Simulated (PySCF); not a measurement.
# Correlation energy of Ta²⁺ (tantalum, charge +2)

[Xe] 4f14 5d2 6p1, one real determinant (an excited configuration). Calculation: PySCF 2.14, in def2-QZVPPD with the def2 core potential (60 electrons); scalar relativity through the core potential. Frozen: nothing; 11 electrons correlated.

MP2 pair energies summed by pair of shells (mhartree):

```json
{"pair": "5p-5p", "energy": "-109.39", "share (%)": "46.1"}
{"pair": "5p-5d", "energy": "-60.73", "share (%)": "25.6"}
{"pair": "5s-5p", "energy": "-29.79", "share (%)": "12.5"}
{"pair": "5p-6p", "energy": "-13.02", "share (%)": "5.5"}
{"pair": "5d-6p", "energy": "-7.62", "share (%)": "3.2"}
{"pair": "5s-5d", "energy": "-6.98", "share (%)": "2.9"}
{"pair": "5s-5s", "energy": "-5.82", "share (%)": "2.5"}
{"pair": "5d-5d", "energy": "-3.42", "share (%)": "1.4"}
{"pair": "5s-6p", "energy": "-0.63", "share (%)": "0.3"}
```

Total MP2 correlation energy: -237.40 mhartree.

Same-spin part -69.64 and opposite-spin part -167.76 mhartree; SCS-MP2 scales them by 1/3 and 6/5 to -224.52 mhartree.

The reference is one real determinant that mixes LS terms of this configuration.

The basis has no tight functions for the innermost shells, so their pair energies are far from complete.

This basis was not built for core-valence correlation, so the inner-shell part is incomplete.
